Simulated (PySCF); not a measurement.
## Ru³⁺ (ruthenium, charge +3) across methods

[Kr] 4d5, high-spin 6S determinant. Computed with PySCF 2.14 in aug-cc-pVTZ-DK (9s8p6d3f2g, 102 functions), with the spin-free X2C one-electron Hamiltonian (Gaussian nucleus).

| method | E (hartree) | mean ε 4p α (eV) | mean ε 4p β (eV) | mean ε 4d α (eV) | Σ⟨r²⟩ (bohr²) | ⟨S²⟩ |
| --- | --- | --- | --- | --- | --- | --- |
| BHandHLYP | -4528.27 | -90.316 | -83.179 | -42.634 | 26.06 | 8.750 |
| LDA | -4523.15 | -82.181 | -78.442 | -38.927 | 26.24 | 8.750 |
| PBE0 | -4527.94 | -86.415 | -80.679 | -40.924 | 26.07 | 8.750 |
| wB97X-V | -4527.99 | -88.481 | -83.395 | -43.180 | 26.07 | 8.750 |
| UHF | -4526.10176 | -97.975 | -86.857 | -46.153 | 26.01 | 8.751 |
| r2SCAN | -4528.27 | -84.069 | -78.744 | -39.346 | 26.02 | 8.751 |
| PBE | -4527.85 | -82.194 | -78.087 | -38.878 | 26.18 | 8.750 |
| r2SCANh | -4528.26 | -85.523 | -79.694 | -40.115 | 26.00 | 8.751 |
